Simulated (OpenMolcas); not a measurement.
**Levels of P by method**

* Program: OpenMolcas
* Basis: ANO-RCC-VQZP [6s5p3d2f1g]
* Scalar Hamiltonian: DKH2, point nucleus
* Active space: 3 electrons in 3 orbitals (3p)
* State averaging: 2S+1 = 4 odd, 1 root; 2S+1 = 2 odd, 8 roots
* Spin-orbit coupling: state interaction with AMFI integrals over the reference wave functions, term energies averaged over their components

Methods on the same reference wave functions:
A. CASSCF
B. SS-CASPT2, IPEA 0.25 Eh, imaginary shift 0.1 Eh (closed shells correlated: 2s 2p 3s)

Energies in cm⁻¹ above 3s² 3p³ ⁴S°_3/2, the measured ground level; measured values from NIST Handbook of Basic Atomic Spectroscopic Data.

```tsv
Level	A	B	Measured
3s² 3p³ ⁴S°_3/2	0.0	0.0	0.0
3s² 3p³ ²D°_3/2	15351	11450	11361
3s² 3p³ ²D°_5/2	15357	11450	11377
3s² 3p³ ²P°_1/2	25381	19640	18723
3s² 3p³ ²P°_3/2	25389	19650	18748
```

Deviations, from unrounded energies. A percentage is the sum of absolute deviations over the sum of measured energies, with the sign that they share, or ± where signs differ.

| Against measurement | Levels | A | B |
| --- | --- | --- | --- |
| mean absolute deviation (cm-1) | 4 | 5300 | 500 |
| other terms of the ground configuration (%) | 4 | +35.3 | +3.3 |

B lies closest to measurement on these levels. The largest miss of B in the table is 3s² 3p³ ²P°_1/2, by +920 cm-1. The ranking rests on the paired levels alone, and a cruder setting can come out closer through cancelling errors.

From A to B the spin-free energies of the other terms of 3s² 3p³ shown, above ⁴S°, scale by factors of 0.75 to 0.77.

The lowest spin-free term lies below A's lowest term by 0.132 hartree in B.

CASPT2 does not keep the components of a term degenerate, so their means are used; among the terms shown or strongly mixed into the levels shown the widest spread is 130 cm-1 (3s² 3p³ ²D°, B). With the s shell closed, the reference lacks s² → p² mixing. Without dynamic correlation excited terms often stand tens of per cent too high (terms of higher spin than the ground term too low), and those without a measured partner can miss by more than the paired ones (holds for A). Computed and measured levels are paired by configuration, term and J; levels that our copy of the source lacks, or whose pairing is in doubt (as where it misses far off the trend of its configuration), stay unpaired and out of the deviations. Levels of configurations outside the active space are missing.

° marks odd parity.
